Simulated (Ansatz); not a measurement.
Ansatz (a quantum-chemistry and plane-wave program) input (B3LYP/6-31G* with LANL2DZ past Ar): The .json file joins the Basis Set Exchange's 6-31G* for atoms up to Ar and LANL2DZ past it.

Ansatz 0.2 input:
```yaml
crystal:
  periodic: [false, false, false]
  atoms:
    - {symbol: Si, position_ang: [-0.63757146, 0.66085263, 0.80895259]}
    - {symbol: Br, position_ang: [0.67623062, -0.67521116, -0.33588267]}
    - {symbol: F, position_ang: [-1.63800789, 1.59782820, 0.04783966]}
basis:
  gaussian:
    orbitals: 6-31Gs+LANL2DZ.json
hamiltonian:
  xc: {name: B3LYP}
total_charge: 1
magnetization: {spin_polarized: true, initial_magnetization: 1}
phonons: {temperatures: {t_min: 298.15, t_max: 298.15, t_step: 100}}
```

Output:

```
Functional definition: B3LYP
integrals: 0.01 GiB planned
448 factors; integrals over basis functions are off by at most 2.9e-4 eV
mean field: 0.14 GiB planned
mean field evaluation 1: about -10936.4052 eV, gradient 4.9e1 eV
mean field evaluation 2: about -10852.3516 eV, gradient 1.5e2 eV
mean field evaluation 4: about -10943.3809 eV, gradient 1.1e1 eV
mean field evaluation 8: about -10944.4232 eV, gradient 4.1e-2 eV
mean field evaluation 16: about -10944.4232 eV, gradient 5.8e-5 eV
mean field -10944.42320898 eV, -402.2001345335 hartree, gradient 5.8e-5 eV, S^2 0.754599; 0 other end points of the search recorded, 0 dependent functions left out
the calculation of the forces begins
reference -10944.42339267 eV, -402.2001412840 hartree; 15, 14 occupied and 27, 28 virtual orbitals, 448 factors
these checks for a lower state are left out or cut short: stability, starts, cluster_reference, orbital_swaps, neighbouring_geometries, increment
integrals: 0.01 GiB planned
448 factors; integrals over basis functions are off by at most 2.9e-4 eV
mean field: 0.14 GiB planned
mean field -10944.42309285 eV, -402.2001302658 hartree, gradient 1.9e-6 eV, S^2 0.754572; 0 other end points of the search recorded, 0 dependent functions left out
the calculation of the forces begins
reference -10944.42327648 eV, -402.2001370143 hartree; 15, 14 occupied and 27, 28 virtual orbitals, 448 factors
these checks for a lower state are left out or cut short: stability, starts, cluster_reference, orbital_swaps, neighbouring_geometries, increment
integrals: 0.01 GiB planned
448 factors; integrals over basis functions are off by at most 2.9e-4 eV
mean field: 0.14 GiB planned
mean field evaluation 32: about -10944.4231 eV, gradient 1.6e-6 eV
mean field -10944.42307509 eV, -402.2001296130 hartree, gradient 1.6e-6 eV, S^2 0.754626; 0 other end points of the search recorded, 0 dependent functions left out
the calculation of the forces begins
reference -10944.42325883 eV, -402.2001363656 hartree; 15, 14 occupied and 27, 28 virtual orbitals, 448 factors
these checks for a lower state are left out or cut short: stability, starts, cluster_reference, orbital_swaps, neighbouring_geometries, increment
integrals: 0.01 GiB planned
448 factors; integrals over basis functions are off by at most 2.9e-4 eV
mean field: 0.14 GiB planned
mean field -10944.42318795 eV, -402.2001337606 hartree, gradient 8.9e-7 eV, S^2 0.754615; 0 other end points of the search recorded, 0 dependent functions left out
the calculation of the forces begins
reference -10944.42337163 eV, -402.2001405106 hartree; 15, 14 occupied and 27, 28 virtual orbitals, 448 factors
these checks for a lower state are left out or cut short: stability, starts, cluster_reference, orbital_swaps, neighbouring_geometries, increment
integrals: 0.01 GiB planned
448 factors; integrals over basis functions are off by at most 2.9e-4 eV
mean field: 0.14 GiB planned
mean field -10944.42318119 eV, -402.2001335122 hartree, gradient 8.1e-7 eV, S^2 0.754583; 0 other end points of the search recorded, 0 dependent functions left out
the calculation of the forces begins
reference -10944.42336489 eV, -402.2001402632 hartree; 15, 14 occupied and 27, 28 virtual orbitals, 448 factors
these checks for a lower state are left out or cut short: stability, starts, cluster_reference, orbital_swaps, neighbouring_geometries, increment
integrals: 0.01 GiB planned
448 factors; integrals over basis functions are off by at most 2.9e-4 eV
mean field: 0.14 GiB planned
mean field -10944.42317604 eV, -402.2001333230 hartree, gradient 2.3e-6 eV, S^2 0.754630; 0 other end points of the search recorded, 0 dependent functions left out
the calculation of the forces begins
reference -10944.42335976 eV, -402.2001400745 hartree; 15, 14 occupied and 27, 28 virtual orbitals, 448 factors
these checks for a lower state are left out or cut short: stability, starts, cluster_reference, orbital_swaps, neighbouring_geometries, increment
integrals: 0.01 GiB planned
448 factors; integrals over basis functions are off by at most 2.9e-4 eV
mean field: 0.14 GiB planned
mean field -10944.42318267 eV, -402.2001335666 hartree, gradient 1.3e-6 eV, S^2 0.754568; 0 other end points of the search recorded, 0 dependent functions left out
the calculation of the forces begins
reference -10944.42336633 eV, -402.2001403162 hartree; 15, 14 occupied and 27, 28 virtual orbitals, 448 factors
these checks for a lower state are left out or cut short: stability, starts, cluster_reference, orbital_swaps, neighbouring_geometries, increment
integrals: 0.01 GiB planned
448 factors; integrals over basis functions are off by at most 2.9e-4 eV
mean field: 0.14 GiB planned
mean field evaluation 64: about -10944.4232 eV, gradient 4.7e-5 eV
mean field -10944.42320344 eV, -402.2001343298 hartree, gradient 2.1e-6 eV, S^2 0.754585; 0 other end points of the search recorded, 0 dependent functions left out
the calculation of the forces begins
reference -10944.42338712 eV, -402.2001410801 hartree; 15, 14 occupied and 27, 28 virtual orbitals, 448 factors
these checks for a lower state are left out or cut short: stability, starts, cluster_reference, orbital_swaps, neighbouring_geometries, increment
integrals: 0.01 GiB planned
448 factors; integrals over basis functions are off by at most 2.9e-4 eV
mean field: 0.14 GiB planned
mean field -10944.42320289 eV, -402.2001343095 hartree, gradient 2.3e-6 eV, S^2 0.754613; 0 other end points of the search recorded, 0 dependent functions left out
the calculation of the forces begins
reference -10944.42338658 eV, -402.2001410603 hartree; 15, 14 occupied and 27, 28 virtual orbitals, 448 factors
these checks for a lower state are left out or cut short: stability, starts, cluster_reference, orbital_swaps, neighbouring_geometries, increment
integrals: 0.01 GiB planned
448 factors; integrals over basis functions are off by at most 2.9e-4 eV
mean field: 0.14 GiB planned
mean field -10944.42310288 eV, -402.2001306344 hartree, gradient 2.8e-6 eV, S^2 0.754595; 0 other end points of the search recorded, 0 dependent functions left out
the calculation of the forces begins
reference -10944.42328660 eV, -402.2001373860 hartree; 15, 14 occupied and 27, 28 virtual orbitals, 448 factors
these checks for a lower state are left out or cut short: stability, starts, cluster_reference, orbital_swaps, neighbouring_geometries, increment
integrals: 0.01 GiB planned
448 factors; integrals over basis functions are off by at most 2.9e-4 eV
mean field: 0.14 GiB planned
mean field -10944.42311401 eV, -402.2001310436 hartree, gradient 2.3e-6 eV, S^2 0.754602; 0 other end points of the search recorded, 0 dependent functions left out
the calculation of the forces begins
reference -10944.42329768 eV, -402.2001377930 hartree; 15, 14 occupied and 27, 28 virtual orbitals, 448 factors
these checks for a lower state are left out or cut short: stability, starts, cluster_reference, orbital_swaps, neighbouring_geometries, increment
integrals: 0.01 GiB planned
448 factors; integrals over basis functions are off by at most 2.9e-4 eV
mean field: 0.14 GiB planned
mean field -10944.42318875 eV, -402.2001337902 hartree, gradient 2.3e-6 eV, S^2 0.754597; 0 other end points of the search recorded, 0 dependent functions left out
the calculation of the forces begins
reference -10944.42337246 eV, -402.2001405414 hartree; 15, 14 occupied and 27, 28 virtual orbitals, 448 factors
these checks for a lower state are left out or cut short: stability, starts, cluster_reference, orbital_swaps, neighbouring_geometries, increment
integrals: 0.01 GiB planned
448 factors; integrals over basis functions are off by at most 2.9e-4 eV
mean field: 0.14 GiB planned
mean field evaluation 96: about -10944.4080 eV, gradient 8.7e-2 eV
mean field -10944.42319606 eV, -402.2001340589 hartree, gradient 1.5e-6 eV, S^2 0.754601; 0 other end points of the search recorded, 0 dependent functions left out
the calculation of the forces begins
reference -10944.42337974 eV, -402.2001408087 hartree; 15, 14 occupied and 27, 28 virtual orbitals, 448 factors
Total energy: -10944.42339267 eV, -402.2001412840 hartree
Atom 0 at    -0.637571     0.660853     0.808953 Å, force     0.002516    -0.002355     0.001941 eV/Å
Atom 1 at     0.676231    -0.675211    -0.335883 Å, force    -0.000978     0.000960     0.000149 eV/Å
Atom 2 at    -1.638008     1.597828     0.047840 Å, force    -0.001538     0.001395    -0.002090 eV/Å
Dipole moment:    -0.307276     0.330553     0.634712 e Å
Vibrations: 189.53 396.54 1001.35 cm⁻¹, zero-point energy 0.098407 eV
```

The blocks after the first are displaced geometries, from whose forces the wavenumbers follow.

The dipole moment of an ion depends on the origin.
